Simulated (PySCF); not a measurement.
TeN: a base run and its variants

Base input, run as `python input.py` with PySCF 2.14:

```python
from pyscf import gto, scf, mp

mol = gto.M(
    atom='Te 0 0 0; N 0 0 1.975',
    basis='def2-svpd',
    ecp={'Te': 'def2-svpd'},
    charge=0,
    spin=3,
    symmetry=True,
    verbose=4,
)
mf = scf.UHF(mol)
mf.kernel()
mp.MP2(mf, frozen=5).kernel()
mf.dip_moment()
print('orbital energies (hartree):', [e[max(0, n-3):n+3].round(4) for e, n in zip(mf.mo_energy, mol.nelec)])
```

Base result: E(SCF) = -321.262065 Eh, 15 cycles, E(MP2) − E(SCF) = -0.21073 Eh, ⟨S²⟩ = 3.833, μz(SCF) = 0.17 D. The bond length is a typed value, not an optimised one. No search for the lowest solution was made.

Wall time 1 s on one thread of a shared host.

Each row names what differs from the base; energies in brackets are changes from the base.

```tsv
change	result
geometry: bond 1.975 → bond 0.5 [unsound on purpose]	E(SCF) = -288.675511 Eh, 15 cycles, E(MP2) − E(SCF) = -0.22272 Eh, ⟨S²⟩ = 3.771, μz(SCF) = 0.56 D
functional: none (Hartree–Fock) → mn15; SCF type: UHF → UKS; step after the SCF: mp2 → analyze	E(SCF) = -321.835681 Eh, 14 cycles, ⟨S²⟩ = 3.777, μz(SCF) = -1.54 D
basis set: def2-svpd → ano-rcc-vdzp; core potential: on → off; spin-free X2C: off → on; frozen orbitals: 5 → 19	not converged: SCF after 50 cycles
functional: none (Hartree–Fock) → wb97; SCF type: UHF → UKS; step after the SCF: mp2 → analyze	E(SCF) = -322.557570 Eh, 14 cycles, ⟨S²⟩ = 3.781, μz(SCF) = -1.35 D
geometry: bond 1.975 → bond 2.034	E(SCF) = -321.264620 Eh (-0.0695 eV), 15 cycles, E(MP2) − E(SCF) = -0.20477 Eh, ⟨S²⟩ = 3.825, μz(SCF) = 0.37 D
cycle limit: 50 → 8	not converged: SCF after 8 cycles
geometry: bond 1.975 → bond 25 [unsound on purpose] [spin-contaminated]	not converged: SCF after 50 cycles
functional: none (Hartree–Fock) → olyp; SCF type: UHF → UKS; step after the SCF: mp2 → analyze	not converged: SCF after 50 cycles
functional: none (Hartree–Fock) → pbesol; SCF type: UHF → UKS; step after the SCF: mp2 → analyze	not converged: SCF after 50 cycles
smearing width (hartree): none → 0.001; step after the SCF: mp2 → none [smearing does not keep the typed spin]	E(SCF) = -321.115459 Eh (+3.9894 eV), 12 cycles, μz(SCF) = -3.19 D
spin (2S): 3 → 1 [spin-contaminated]	not converged: SCF after 50 cycles
DIIS space: default → off [unsound on purpose]	the SCF does not converge, then it stops with AttributeError (module 'numpy.linalg' has no attribute 'linalg'. Did you mean: '_linalg'?) after the SCF
geometry: bond 1.975 → bond 0 [unsound on purpose]	stops with AssertionError
geometry: bond 1.975 → bond 1.837	E(SCF) = -321.249144 Eh (+0.3516 eV), 14 cycles, E(MP2) − E(SCF) = -0.22309 Eh, ⟨S²⟩ = 3.840, μz(SCF) = -0.27 D
step after the SCF: mp2 → polarizability	E(SCF) = -321.262065 Eh (+0.0000 eV), 15 cycles, ⟨S²⟩ = 3.833, μz(SCF) = 0.17 D, α(xx, yy, zz) = 40.2, 40.2, 66.0 bohr³
DIIS space: default → 20	E(SCF) = -321.262065 Eh (+0.0000 eV), 15 cycles, E(MP2) − E(SCF) = -0.21073 Eh, ⟨S²⟩ = 3.833, μz(SCF) = 0.17 D
geometry: bond 1.975 → bond 3.95	E(SCF) = -321.267564 Eh (-0.1496 eV), 15 cycles, E(MP2) − E(SCF) = -0.16727 Eh, ⟨S²⟩ = 3.759, μz(SCF) = 0.16 D
SCF type: UHF → RHF [may be another electronic state] [runs as restricted open-shell]	E(SCF) = -321.245342 Eh (+0.4551 eV), E(MP2) − E(SCF) = -0.20795 Eh, μz(SCF) = 0.85 D
frozen orbitals: 5 → 6	E(SCF) = -321.262065 Eh (+0.0000 eV), 15 cycles, E(MP2) − E(SCF) = -0.20493 Eh, ⟨S²⟩ = 3.833, μz(SCF) = 0.17 D
charge: 0 → 1; spin (2S): 3 → 2 [spin-contaminated]	not converged: SCF after 50 cycles
functional: none (Hartree–Fock) → scan; SCF type: UHF → UKS; step after the SCF: mp2 → analyze	not converged: SCF after 50 cycles
```

**Question.** Order these changes by how far they move the SCF energy from the base, largest first: (1) SCF type: UHF → RHF; (2) geometry: bond 1.975 → bond 1.837; (3) geometry: bond 1.975 → bond 2.034; (4) geometry: bond 1.975 → bond 3.95.

**Answer.** (1) +0.4551 eV, (2) +0.3516 eV, (4) -0.1496 eV, (3) -0.0695 eV.
